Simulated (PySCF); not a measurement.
Isomers of C8H11FSi, one GFN2-xTB conformer each. Single-point energies are computed at PBE0/pcSseg-1 (PySCF, gas phase, no added dispersion term), electronic only.

```json
{"SMILES": "C#C[Si@@H]1C[C@@H](C2CC2)[C@H]1F", "GFN2-xTB relative energy (kJ/mol)": "160.6"}
{"SMILES": "CC#C[C@@H]1[SiH2][C@@H]2C[C@H]1[C@@H]2F", "GFN2-xTB relative energy (kJ/mol)": "26.2"}
{"SMILES": "F[C@@H]1C[Si@@H]1CC#CC1CC1", "GFN2-xTB relative energy (kJ/mol)": "220.7"}
{"SMILES": "F[C@@H]1CC[C@@H]1C1=CC=C[SiH2]1", "GFN2-xTB relative energy (kJ/mol)": "0.0"}
```

Conformers: `[CH:1]#[C:2][Si@@H:3]1[CH2:4][C@@H:5]([CH:6]2[CH2:7][CH2:8]2)[C@H:9]1[F:10]` with C4–C5–C6–C7 -156°, C2–Si3–C4–C5 -122°, Si3–C4–C5–C6 -104°, C5–C6–C7–C8 109°, C4–C5–C9–F10 -136°; `[F:1][C@@H:2]1[CH2:3][Si@@H:4]1[CH2:5][C:6]#[C:7][CH:8]1[CH2:9][CH2:10]1` with C3–Si4–C5–C6 96°; `[F:1][C@@H:2]1[CH2:3][CH2:4][C@@H:5]1[C:6]1=[CH:7][CH:8]=[CH:9][SiH2:10]1` with C4–C5–C6–C7 131°, F1–C2–C3–C4 -133°, C2–C3–C4–C5 13°, C3–C4–C5–C6 103°, C6–C7–C8–C9 0°.

Q: What does PBE0/pcSseg-1 give for the same structures?

A: 
```json
{"SMILES": "F[C@@H]1CC[C@@H]1C1=CC=C[SiH2]1", "PBE0/pcSseg-1 E (Eh)": "-700.08930", "PBE0/pcSseg-1 (kJ/mol)": "0.0", "GFN2-xTB (kJ/mol)": "0.0", "point group": "C1"}
{"SMILES": "CC#C[C@@H]1[SiH2][C@@H]2C[C@H]1[C@@H]2F", "PBE0/pcSseg-1 E (Eh)": "-700.06717", "PBE0/pcSseg-1 (kJ/mol)": "58.1", "GFN2-xTB (kJ/mol)": "26.2", "point group": "C1"}
{"SMILES": "C#C[Si@@H]1C[C@@H](C2CC2)[C@H]1F", "PBE0/pcSseg-1 E (Eh)": "-700.03855", "PBE0/pcSseg-1 (kJ/mol)": "133.2", "GFN2-xTB (kJ/mol)": "160.6", "point group": "C1"}
{"SMILES": "F[C@@H]1C[Si@@H]1CC#CC1CC1", "PBE0/pcSseg-1 E (Eh)": "-700.01603", "PBE0/pcSseg-1 (kJ/mol)": "192.4", "GFN2-xTB (kJ/mol)": "220.7", "point group": "C1"}
```

Both levels put the same isomer lowest; measured from each level's own lowest isomer, the values differ by up to 31.9 kJ/mol (CC#C[C@@H]1[SiH2][C@@H]2C[C@H]1[C@@H]2F: 26.2 against 58.1). As drawn, the lowest has a four-membered ring and a C=C bond outside aromatic rings, which the highest lacks; the highest has a three-membered ring and a C≡C bond, which the lowest lacks.

Q: Which frontier levels, dipoles and rotational constants go with these structures?

A: 
```json
{"SMILES": "F[C@@H]1CC[C@@H]1C1=CC=C[SiH2]1", "HOMO (eV, PBE0/pcSseg-1)": "-6.42", "LUMO (eV)": "-1.38", "dipole (D)": "1.78", "A, B, C (MHz)": "2153, 813.6, 776.4"}
{"SMILES": "CC#C[C@@H]1[SiH2][C@@H]2C[C@H]1[C@@H]2F", "HOMO (eV, PBE0/pcSseg-1)": "-6.76", "LUMO (eV)": "0.54", "dipole (D)": "1.79", "A, B, C (MHz)": "2361, 682.9, 662.4"}
{"SMILES": "C#C[Si@@H]1C[C@@H](C2CC2)[C@H]1F", "HOMO (eV, PBE0/pcSseg-1)": "-7.54", "LUMO (eV)": "-0.53", "dipole (D)": "1.88", "A, B, C (MHz)": "2729, 618.2, 545.5"}
{"SMILES": "F[C@@H]1C[Si@@H]1CC#CC1CC1", "HOMO (eV, PBE0/pcSseg-1)": "-6.63", "LUMO (eV)": "0.47", "dipole (D)": "2.14", "A, B, C (MHz)": "3881, 356.5, 346.9"}
```
